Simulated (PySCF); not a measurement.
HSi, SMILES [SiH] (connectivity only; charge and spin as stated), charge +1, multiplicity 1.

Geometry: PBE-D3(BJ)/def2-TZVPD.

Computed with TDA-CAM-B3LYP/def2-TZVPD (PySCF).

Vertical excitations; the highest root listed may be one member of a degenerate set. Isolated molecule, no solvent. State labels are in the subgroup C2v.

### Question
List the lowest excited states. (The exact figures need the calculation; the answer reports its results.)

### Answer

| state | symmetry | energy (eV) | λ (nm) | f | main pairs |
|---|---|---|---|---|---|
| S1 | B1 | 3.34 | 372 | 0.021 | HOMO→LUMO (degenerate set) |
| S2 | B2 | 3.34 | 372 | 0.021 | HOMO→LUMO+1 (degenerate set) |
| S3 | A1 | 9.78 | 127 | 0.652 | HOMO→LUMO+2 60 %, HOMO→LUMO+3 39 % |
| S4 | B1 | 10.14 | 122 | 0.050 | HOMO−1→LUMO, HOMO→LUMO+4 (degenerate set) |
| S5 | B2 | 10.14 | 122 | 0.050 | HOMO−1→LUMO+1, HOMO→LUMO+5 (degenerate set) |
| S6 | A1 | 10.67 | 116 | 0.496 | HOMO→LUMO+3 59 %, HOMO→LUMO+2 37 % |
| S7 | A2 | 10.98 | 113 | 0.000 | HOMO→LUMO+6 (degenerate set) |
| S8 | A1 | 10.98 | 113 | 0.000 | HOMO→LUMO+7 (degenerate set) |
| S9 | B1 | 11.92 | 104 | 0.996 | HOMO→LUMO+4, HOMO−1→LUMO (degenerate set) |
| S10 | B2 | 11.92 | 104 | 0.996 | HOMO→LUMO+5, HOMO−1→LUMO+1 (degenerate set) |
| T1 | B1 | 1.97 | 630 | 0 | HOMO→LUMO (degenerate set) |
| T2 | B2 | 1.97 | 630 | 0 | HOMO→LUMO+1 (degenerate set) |
| T3 | A1 | 7.04 | 176 | 0 | HOMO→LUMO+2 91 % |
| T4 | B2 | 7.62 | 163 | 0 | HOMO−1→LUMO+1 92 % |
Triplets are in the Tamm–Dancoff approximation.
